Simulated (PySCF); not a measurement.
Species: CH10BBiSi.
Bonds: Si1–C2, C2–B3, B3–Bi4. Hydrogens: H5, H6, H7 on Si1; H8, H9 on C2; H10, H11 on B3; H12, H13, H14 on Bi4.

Level of theory: PBE0-D3(BJ)/def2-SVP geometry optimisation, gas phase, def2 core potentials past Kr (PySCF).

Task: List the bond lengths, angles and torsions at this level.

Result: 
```json
{"bond": "Si1–C2", "length (Å)": "1.894"}
{"bond": "C2–B3", "length (Å)": "1.567"}
{"bond": "B3–Bi4", "length (Å)": "2.742"}
{"bond": "Si1–H5, Si1–H6, Si1–H7", "length (Å)": "1.495"}
{"bond": "C2–H8", "length (Å)": "1.103"}
{"bond": "C2–H9", "length (Å)": "1.103"}
{"bond": "B3–H10", "length (Å)": "1.215"}
{"bond": "B3–H11", "length (Å)": "1.215"}
{"bond": "Bi4–H12", "length (Å)": "1.789"}
{"bond": "Bi4–H13", "length (Å)": "1.788"}
{"bond": "Bi4–H14", "length (Å)": "1.789"}
```

Bonds in one row agree within 0.01 Å and their mean is given. A selection of angles:
```json
{"angle": "C2–Si1–H5", "degrees": "109.8"}
{"angle": "C2–Si1–H6", "degrees": "111.0"}
{"angle": "H5–Si1–H6", "degrees": "108.3"}
{"angle": "Si1–C2–B3", "degrees": "107.1"}
{"angle": "Si1–C2–H8", "degrees": "105.3"}
{"angle": "Si1–C2–H9", "degrees": "105.4"}
{"angle": "B3–C2–H8", "degrees": "114.4"}
{"angle": "B3–C2–H9", "degrees": "114.5"}
{"angle": "H8–C2–H9", "degrees": "109.2"}
{"angle": "C2–B3–Bi4", "degrees": "103.5"}
{"angle": "C2–B3–H10", "degrees": "119.9"}
{"angle": "C2–B3–H11", "degrees": "119.9"}
{"angle": "Bi4–B3–H10", "degrees": "92.0"}
{"angle": "Bi4–B3–H11", "degrees": "91.7"}
{"angle": "H10–B3–H11", "degrees": "117.2"}
{"angle": "B3–Bi4–H12", "degrees": "121.0"}
{"angle": "B3–Bi4–H13", "degrees": "127.5"}
{"angle": "B3–Bi4–H14", "degrees": "121.3"}
{"angle": "H12–Bi4–H13", "degrees": "92.8"}
{"angle": "H12–Bi4–H14", "degrees": "92.7"}
{"angle": "H13–Bi4–H14", "degrees": "92.7"}
```

Torsions: Si1–C2–B3–Bi4 179° (antiperiplanar).

B3 (four-coordinate boron) has angles from 91.7° to 119.9°. The 4 heavy atoms lie in one plane (0.005 Å rms). Si1 (SiH3 silicon) is tetrahedral (angles from 108.3° to 111.0°). Bi4 (bismuth bonded to B and 3 H) has angles from 92.7° to 127.5°.

No frequency check. The numbers are those of one conformer (Si1–C2–B3–Bi4 179°, C2–B3–Bi4–H -59° and 179° and 56°).
